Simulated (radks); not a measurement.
Eu10+, configuration [Kr] 4d9 4f4 5s2 5p2 (not the ground configuration). All-electron calculation, non-relativistic Kohn-Sham, PBE, spin-polarised, spherical densities, point nucleus; open shells are filled with parallel spins first (spin-orbit coupling, left out, can overturn this in heavy ions); relativity is left out, which matters for an element this heavy. Program: a radial shooting solver on a logarithmic mesh with Libxc functionals. Some entries of the table are withheld. Estimate them.

orbital,occ.,eigenvalue (eV),<1/r> (bohr^-1)
1s up,1,-45738.45,62.46
1s down,1,-45738.22,62.46
2s up,1,-7414.763,14.50
2s down,1,-7413.965,14.50
2p up,3,-7057.280,14.53
2p down,3,-7056.584,14.53
3s up,1,-1774.913,5.457
3s down,1,-1772.029,5.463
3p up,3,-1616.621,5.395
3p down,3,-1613.895,5.401
3d up,5,-1321.825,5.292
3d down,5,-1319.548,5.297
4s up,1,-493.1243,2.361
4s down,1,-486.8889,2.358
4p up,3,-431.0439,2.275
4p down,3,-424.8212,2.271
4d up,5,-320.3209,2.092
4d down,4,-314.1035,2.088
5s up,1,(1),1.078
4f up,4,-183.4345,1.746
5s down,1,(2),1.069
4f down,0,-177.2277,1.743
5p up,2,-164.9633,1.015
5p down,0,-159.9534,1.003

Answer. 
(1) 5s up eigenvalue (eV): -186.4627
(2) 5s down eigenvalue (eV): -181.2021
